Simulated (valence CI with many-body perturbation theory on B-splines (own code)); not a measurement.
## Tl in brief

Method: configuration interaction combined with many-body perturbation theory (CI+MBPT): three valence electrons over a frozen Dirac-Fock core [Xe] 4f14 5d10, radial functions for each j: 11 s, 11 p, 9 d, 7 f, 5 g, 2 h, 1 i, with the one-electron correlation potential Σ1, the two-electron term Σ2, the three-electron term Σ3, Breit, model QED; selected CI, second order for the rest (own B-spline code, finite nucleus).

Set against measurement, 11 paired levels are off by 132 cm⁻¹ on average, the worst by 211. These come from a selection out of the NIST Handbook of Basic Atomic Spectroscopic Data. Levels without a partner in it may be off by more.

Rates and lifetimes use the calculated energies. Strong lines usually hold to 10 to 20 %, long lifetimes can be off by a factor of two.

(1) What is the ground level?

(2) How well does LS coupling describe the low levels?

(3) Among levels below 44381 cm⁻¹, which E1 lines absorb most strongly from the ground level?

(4) How is the term 2P° of the ground level split?

(5) What is the ionisation energy?

## Answers

(1) 6s2 6p 2P°_1/2, composition 96 % 6s2 6p 2P°, g = 0.666.

(2) Among the lowest 17 levels the leading LS term, summed over configurations, holds 100 % on average. For single configurations the figures are 94 % in LS and 94 % in jj coupling. Terms hardly mix: every one of these levels is at least 95 % one term.

(3) to 6s2 6d 2D_3/2 at 277.4 nm, f = 0.297; to 6s2 7s 2S_1/2 at 376.5 nm, f = 0.128; to 6s2 7d 2D_3/2 at 238.8 nm, f = 0.0784.

(4) J = 1/2 at 0.0, J = 3/2 at 7969 cm⁻¹.

(5) 6.088 eV; NIST lists 6.10829 eV (measured).
